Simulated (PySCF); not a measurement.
# A small calculation by hand: oscillator strength and radiative lifetime

disilazane (H₇NSi₂), SMILES [SiH3]N[SiH3].

Coordinates come from a B3LYP-D3(BJ)/def2-SVP optimisation.

PySCF 2.14.0 with TDDFT-LC-ωPBE/def2-SVPD puts the first singlet state with f over 0.02 at 7.78 eV (vertical), with the transition dipole (-0.481, -0.126, 0.000) in atomic units.

Find the oscillator strength, the wavelength and the radiative lifetime that this transition would have in vacuum if emission retraced absorption.


|μ|² = 0.2472 au, so |μ| = 1.26 D. ΔE = 7.78/27.211 = 0.2859 hartree. f = (2/3) ΔE |μ|² = 0.047 (the program prints 0.047).
λ = 1239.84/7.78 = 159 nm; ν = 62750 cm⁻¹.
Einstein's coefficient A = 0.6670 ν² f s⁻¹ (ν in cm⁻¹) = 1.2e8 s⁻¹, so τ = 1/A = 8.1 ns. This state is S2; the lower singlet has f = 0.003. The figure is the radiative limit of this one transition; relaxation, internal conversion, crossing to triplets and a medium change what is measured.
